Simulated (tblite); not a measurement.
Compound: C6H5BO3.
Bonds: O1–C2, C2–C3 (aromatic), C3–C4 (aromatic), C4–C5 (aromatic), C5–C6 (aromatic), C6–C7 (aromatic), C6–O8, O8–B9, B9–O10, C2–C7 (aromatic), C5–O10. Hydrogens: H11 on O1; H12 on C3; H13 on C4; H14 on C7; H15 on B9.

Computed with GFN2-xTB (tblite), gas phase: L-BFGS steps from a force-field or distance-geometry start until the largest atomic force falls under 0.01 eV/Å.

Geometry at step 3:
```
atom  x, y, z in Å
O1     -2.6715    1.4752    0.1295
C2     -1.5278    0.7230    0.0297
C3     -1.6406   -0.6124   -0.4141
C4     -0.5208   -1.4331   -0.5367
C5      0.7248   -0.9202   -0.2039
C6      0.8483    0.4021    0.2382
C7     -0.2650    1.2237    0.3561
O8      2.1673    0.6440    0.4889
B9      2.8487   -0.5151    0.2021
O10     1.9760   -1.4793   -0.2208
H11    -2.5848    2.3916    0.4392
H12    -2.6137   -1.0197   -0.6678
H13    -0.6093   -2.4601   -0.8710
H14    -0.1545    2.2397    0.7018
H15     4.0184   -0.6513    0.3068
```

Q: Give the atomic forces at this geometry.

A: 
```csv
atom,Fx (eV/Å),Fy (eV/Å),Fz (eV/Å)
O1,0.013,-0.407,-0.140
C2,0.138,-0.137,0.003
C3,0.235,0.112,0.053
C4,-0.026,0.003,0.058
C5,0.001,0.121,0.015
C6,-0.115,-0.120,-0.061
C7,0.046,0.184,0.077
O8,-0.166,0.412,0.104
B9,0.093,0.012,0.022
O10,-0.283,-0.307,-0.144
H11,0.555,-0.444,-0.075
H12,0.175,0.233,0.089
H13,-0.073,0.196,0.032
H14,0.015,0.076,0.020
H15,-0.609,0.067,-0.051
```

The largest, 0.71 eV/Å, acts on H11; the rms over all components is 0.202 eV/Å. The forces sum to zero within rounding, as they must for an isolated molecule in no field.

Q: Give the force on H11 in Eh/bohr and in nN.

A: 0.715 eV/Å ÷ 51.422 = 0.01390 Eh/bohr, and 0.715 eV/Å × 1.602 = 1.15 nN.

Q: How far is this geometry from the end of the optimisation?

A: 0.108 eV above it, and 0.052 Å rms away after alignment. The bonds farthest from their final lengths, with half the difference of the two atoms' forces along the bond (positive lengthens):

```csv
bond,now (Å),final (Å),force along bond (eV/Å)
B9–H15,1.182,1.158,-0.35
C2–C3,1.412,1.397,-0.13
O1–C2,1.373,1.360,-0.03
C3–C4,1.394,1.383,-0.07
C5–O10,1.371,1.363,-0.04
C6–C7,1.389,1.381,+0.03
```

The angle farthest from its final value is C2–O1–H11, 117.8° against 109.9°.

Of the 4 listed bonds off by 0.010 Å or more, this force points towards the final length in 4.

The cost below is that of the whole relaxation. Time: 0.24 s. Hardware: an Arm Neoverse N1 with one thread, shared host with 64 logical CPUs at a one-minute load of 58.
